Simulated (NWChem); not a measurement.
System: trimethylarsine (C₃H₉As); SMILES C[As](C)C

NWChem input:

```
start job
memory heap 200 mb stack 900 mb global 1100 mb
geometry units angstroms noautoz
  C      0.638259     1.589162    -0.529155
  As     0.000000     0.000000     0.478307
  C      1.057125    -1.347330    -0.529155
  C     -1.695384    -0.241833    -0.529155
  H      0.575668     1.428716    -1.624552
  H      1.689858     1.801301    -0.252197
  H      0.023492     2.469240    -0.255176
  H      0.949470    -1.212901    -1.624552
  H      0.715044    -2.364111    -0.252197
  H      2.126679    -1.254964    -0.255176
  H     -1.525138    -0.215814    -1.624552
  H     -2.150170    -1.214276    -0.255176
  H     -2.404902     0.562810    -0.252197
end
basis spherical
  * library 6-31g*
end
dft
  xc hfexch
  iterations 150
  mulliken
end
task dft energy
```

Structure relaxed at the PBE-D3(BJ)/def2-SVP level.

Question: Give the results of this calculation. (Hartree-Fock/6-31G* (spherical d).) Quantities: basis functions; energy (Ha); highest occupied level (eV); orbital gap (eV); dipole (D).

Answer: 
```json
{
  "number_of_basis_functions": "92",
  "energy (Ha)": "-2352.74",
  "highest occupied level (eV)": "-8.91",
  "orbital gap (eV)": "13.56",
  "dipole (D)": "1.13"
}
```
